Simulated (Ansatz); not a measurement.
Geometry optimisation of `[O]=[Mo]([OH])(=[S])[Cl]`.

```yaml
crystal:
  periodic: [false, false, false]
  atoms:
    - {symbol: O, position_ang: [-1.712736, -0.958421, 0.358502]}
    - {symbol: Mo, position_ang: [-0.401582, 0.016475, -0.062656]}
    - {symbol: O, position_ang: [1.094926, -0.550620, 0.906339]}
    - {symbol: S, position_ang: [-0.035723, -0.203297, -2.152048]}
    - {symbol: Cl, position_ang: [-0.900523, 2.193350, 0.372110]}
    - {symbol: H, position_ang: [1.997738, -0.561587, 0.531553]}
basis:
  gaussian: {orbitals: def2-TZVP}
hamiltonian: {xc: pbe0, dispersion: d4}
relax: {f_tol: 0.005, max_steps: 150}
```

```sh
$ ansatz run in.yaml --threads 4 --pin off --events-out ev --progress --plain --max-ram 10444MiB
```

Output, abridged:

```
Functional definition: PBE0
  name "PBE0"
  cite "Adamo & Barone, J. Chem. Phys. 110, 6158 (1999) doi:10.1063/1.478522"
  cite "Perdew, Burke & Ernzerhof, Phys. Rev. Lett. 77, 3865 (1996) doi:10.1103/PhysRevLett.77.3865"
  parent pbe
  parameter a = 0.25
  parameter kappa = 0.804
  parameter beta = 0.06672455060314922
  exchange = (1 - a)*pbe_x(kappa = kappa, mu = beta*pi^2/3) + a*exact_x
  correlation = pbe_c(beta = beta)
mean field -29319.31360330 eV, -1077.4649015769 hartree, gradient 1.0e-5 eV, S^2 0.000000; 0 other end points of the search recorded, 0 dependent functions left out
the calculation of the forces begins
relax step   1: F+E_penalty+E_count = -29319.50552330 eV  Δ(F+E_penalty+E_count) = +0.000e0 eV  max|allowed force component| = 1.130e0 eV/Å  Δτ_max = 0.0000 Å  (35 SCF iters, accepted)
these checks for a lower state are left out or cut short: starts, cluster_reference, orbital_swaps, neighbouring_geometries, increment
mean field -29319.35455210 eV, -1077.4664064173 hartree, gradient 1.8e-5 eV, S^2 0.000000; 0 other end points of the search recorded, 0 dependent functions left out
the calculation of the forces begins
relax step   2: F+E_penalty+E_count = -29319.54952432 eV  Δ(F+E_penalty+E_count) = -4.400e-2 eV  max|allowed force component| = 6.435e-1 eV/Å  Δτ_max = 0.0456 Å  (38 SCF iters, accepted)
these checks for a lower state are left out or cut short: starts, cluster_reference, orbital_swaps, neighbouring_geometries, increment
mean field -29319.36288614 eV, -1077.4667126878 hartree, gradient 1.7e-5 eV, S^2 0.000000; 0 other end points of the search recorded, 0 dependent functions left out
the calculation of the forces begins
relax step   3: F+E_penalty+E_count = -29319.55720295 eV  Δ(F+E_penalty+E_count) = -7.679e-3 eV  max|allowed force component| = 1.354e-1 eV/Å  Δτ_max = 0.0169 Å  (37 SCF iters, accepted)
these checks for a lower state are left out or cut short: starts, cluster_reference, orbital_swaps, neighbouring_geometries, increment
mean field -29319.36346212 eV, -1077.4667338545 hartree, gradient 1.5e-5 eV, S^2 0.000000; 0 other end points of the search recorded, 0 dependent functions left out
the calculation of the forces begins
relax step   4: F+E_penalty+E_count = -29319.55769493 eV  Δ(F+E_penalty+E_count) = -4.920e-4 eV  max|allowed force component| = 5.365e-2 eV/Å  Δτ_max = 0.0113 Å  (39 SCF iters, accepted)
these checks for a lower state are left out or cut short: starts, cluster_reference, orbital_swaps, neighbouring_geometries, increment
mean field -29319.36356178 eV, -1077.4667375171 hartree, gradient 1.5e-5 eV, S^2 0.000000; 0 other end points of the search recorded, 0 dependent functions left out
the calculation of the forces begins
relax step   5: F+E_penalty+E_count = -29319.55787971 eV  Δ(F+E_penalty+E_count) = -1.848e-4 eV  max|allowed force component| = 3.981e-2 eV/Å  Δτ_max = 0.0037 Å  (39 SCF iters, accepted)
these checks for a lower state are left out or cut short: starts, cluster_reference, orbital_swaps, neighbouring_geometries, increment
mean field -29319.36360959 eV, -1077.4667392739 hartree, gradient 1.5e-5 eV, S^2 0.000000; 0 other end points of the search recorded, 0 dependent functions left out
the calculation of the forces begins
relax step   6: F+E_penalty+E_count = -29319.55791320 eV  Δ(F+E_penalty+E_count) = -3.349e-5 eV  max|allowed force component| = 4.687e-3 eV/Å  Δτ_max = 0.0033 Å  (40 SCF iters, accepted)
mean field -29319.36360959 eV, -1077.4667392739 hartree, gradient 1.5e-5 eV, S^2 0.000000; 1 other end points of the search recorded, 0 dependent functions left out
the calculation of the forces begins
Total energy: -29319.55795076 eV, -1077.4738811803 hartree
Atom 0 at    -1.691827    -0.944648     0.352012 Å, force    -0.001068    -0.001516     0.000472 eV/Å
Atom 1 at    -0.398980     0.015212    -0.064098 Å, force     0.004687     0.001683    -0.001083 eV/Å
Atom 2 at     1.089555    -0.530731     0.898552 Å, force    -0.002486     0.000924     0.000703 eV/Å
Atom 3 at    -0.036399    -0.197745    -2.123354 Å, force    -0.001078     0.000160     0.000472 eV/Å
Atom 4 at    -0.895362     2.164452     0.366133 Å, force    -0.000942     0.000125    -0.000080 eV/Å
Atom 5 at     1.975113    -0.570640     0.524555 Å, force     0.000887    -0.001375    -0.000484 eV/Å
Dipole moment:     0.544370     0.040912    -0.004665 e Å
```

Run time 25 s (4 threads of an Arm Neoverse V1 on a shared host); peak host memory 0.5 GiB.
